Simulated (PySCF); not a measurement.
Some computed properties have been withheld. Give your best values.

Compound: C7H7F3N2.
Atom-mapped SMILES: `[F:1][C:2]([F:3])([F:4])[c:5]1[cH:6][cH:7][n:8][n:9]1[CH:10]1[CH2:11][CH2:12]1` (hydrogens: H13 on C6; H14 on C7; H15 on C10; H16, H17 on C11; H18, H19 on C12)

Conformer (atom-mapped SMILES and torsion angles): `[F:1][C:2]([F:3])([F:4])[c:5]1[cH:6][cH:7][n:8][n:9]1[CH:10]1[CH2:11][CH2:12]1`: F1–C2–C5–C6 123°, N8–N9–C10–C11 -52°.

```tsv
property	level	value
point group of the GFN2-xTB geometry	GFN2-xTB	?
rotational constants A, B, C of the GFN2-xTB geometry	GFN2-xTB	?
dipole moment	PBE0/pcSseg-1	?
HOMO energy	PBE0/pcSseg-1	-7.36 eV
LUMO energy	PBE0/pcSseg-1	?
13C chemical shifts (computed TMS as zero) by class	GIAO PBE0/pcSseg-1	140.3 (C7), 137.8 (C5), 130.9 (C2), 114.4 (C6), 32.9 (C10), 10.8 (C11/C12) ppm
1H chemical shifts (computed TMS as zero) by class	GIAO PBE0/pcSseg-1	?
isotropic shieldings of nuclei other than C and H, by class	GIAO PBE0/pcSseg-1	?
```

Electronic properties: PySCF, gas phase, density fitting. NMR classes are plain means over equivalent atoms (diastereotopic ones count apart unless rotation or inversion swaps them), as if these changed places fast; in this geometry the members of some classes differ.

Task: The 1H chemical shifts (computed TMS as zero) by class?

Result: 7.51 (H14), 6.76 (H13), 3.80 (H15), 1.59 (H17/H18), 0.99 (H16/H19) ppm.

Task: Give the dipole moment.

Result: 1.03 D.

Task: The LUMO energy?

Result: -0.46 eV.

Task: The point group of the GFN2-xTB geometry?

Result: C1.

Task: The rotational constants A, B, C of the GFN2-xTB geometry?

Result: 1.434, 0.817, 0.598 GHz.

Task: The isotropic shieldings of nuclei other than C and H, by class?

Result: -72 (N8), 28 (N9), 245 (F1/F3/F4) ppm.

The dipole equals about 3.5 × 10⁻³⁰ C·m (1 D = 3.33564 × 10⁻³⁰ C·m). The rotational constants make it an asymmetric top with κ = (2B − A − C)/(A − C) = -0.48, nearer the prolate limit (−1).

One conformer stands for the species.
